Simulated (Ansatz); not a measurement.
Frontier orbitals of Cl₂FH₃MoO₃ (`[OH][Mo]([OH])([OH])([F])([Cl])[Cl]`).

Total charge 0; spin multiplicity 1. Correlated methods include outer-core shells of Mo, which these sets cover unevenly. Mo takes the def2 core potential. Geometry: relaxed with PBE0-D4/def2-TZVP. It is one conformer, not always the lowest. Basis def2-TZVPP, Ansatz.

Orbital energies of one run (eV). Highest occupied ones, from the top: -7.01, -7.40, -7.58, -7.82, -8.37, -8.70, -8.98, -9.22, -9.48, -9.84, -9.92, -10.96, -11.00, -11.44. Empty: -4.93, -4.72, -4.50, -1.52, -0.93, -0.53.

Which functional gave them?
A. ωB97M-V
B. revPBE
C. BHLYP
D. r2SCANh

B. HOMO energies: revPBE -7.01, ωB97M-V -10.67, r2SCANh -7.95, BHLYP -9.75 eV.
